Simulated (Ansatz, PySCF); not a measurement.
Bond stretch in SMILES [BeH2]. The Be1–H3 bond (Be1 also carries H; H3 carries nothing else) is pulled apart rigidly from the PBE0/def2-TZVP optimised geometry.

Methods: UHF/cc-pVTZ (PySCF); RKS-LDA (SVWN5)/6-31G* = restricted LDA (SVWN5)/6-31G*, spherical d (PySCF); RHF/cc-pVTZ (PySCF); FCI = Ansatz (a program for electronic structure) with full CI/cc-pVTZ, frozen core.

Energies relative to the lowest point of each curve near equilibrium, in mEh:

```tsv
R / Å	UHF	RKS-LDA (SVWN5)/6-31G*	RHF
0.99	57.4	60.2	57.4
1.08	26.9	29.0	26.9
1.20	6.2	7.4	6.2
1.26	1.7	2.4	1.7
1.34	0.0	0.0	0.0
1.38	0.6	0.2	0.6
1.47	4.6	3.3	4.6
1.64	18.8	15.6	18.8
1.80	36.4	31.1	36.4
2.00	60.5	52.2	60.5
3.23	116.7	153.4	183.5
4.07	118.9	185.6	232.5
```

Question: Estimate the FCI values at these points.

Answer: 0.99: 56.4; 1.08: 26.4; 1.20: 6.1; 1.26: 1.7; 1.34: 0.0; 1.38: 0.5; 1.47: 4.3; 1.64: 17.6; 1.80: 33.8; 2.00: 55.5; 3.23: 140.3; 4.07: 151.0 (mEh).

The unrestricted determinant behind UHF is spin-contaminated at 2.21 to 4.71 Å (<S²> up to 1.0, against 0.00 for a pure singlet). The restricted form behind RKS-LDA (SVWN5)/6-31G*, RHF keeps the bonding electrons paired and can't separate into open-shell fragments.
